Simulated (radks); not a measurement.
Results of a calculation; reference values are marked as such.
Task: Radial electron density D(r) = 4 pi r^2 rho(r) of an atom or ion with 17 electrons. Code: a radial shooting solver on a logarithmic mesh with Libxc functionals. Model: scalar-relativistic Kohn-Sham, revPBE, spin-polarised, spherical densities, point nucleus.

r (bohr),D(r) (e/bohr),spin D(r)
0.004668,0.9302,0.00413
0.006029,1.471,0.00653
0.007851,2.326,0.0103
0.01014,3.558,0.0157
0.0131,5.313,0.0234
0.01692,7.695,0.0336
0.02186,10.71,0.0461
0.02824,14.17,0.0597
0.03648,17.58,0.0714
0.04712,20.12,0.0772
0.06135,20.87,0.0739
0.07925,19.39,0.0663
0.1024,16.62,0.0734
0.1322,14.66,0.127
0.1708,15.49,0.246
0.2207,18.71,0.381
0.285,20.97,0.407
0.3682,18.79,0.240
0.4794,12.32,0.0579
0.6193,6.390,0.292
0.8,4.262,1.08
1.033,4.864,1.92
1.335,4.987,2.02
1.724,3.516,1.39
2.228,1.686,0.684
2.877,0.5914,0.292
3.747,0.1750,0.125
4.84,0.05416,0.0497
6.252,0.01436,0.0142
8.076,0.002357,0.00236

What is the nuclear charge?

Result: Z = 18. The innermost maximum, from 1s, lies near gamma/Z bohr with gamma = sqrt(1 - (Z/c)^2) = 0.991, here 0.0551 bohr (found: 0.0585), and its height grows with Z. The density is that of the argon ion Ar+ in [Ne] 3s1 3p5 3d1; the configuration itself is not fixed sharply by these data, and Z only to about a unit. D(r) has 3 maxima, at r = 0.0585, 0.292, 1.20 bohr, and minima at 0.141, 0.819 bohr, inside which lie 2.17, 10.42 electrons.
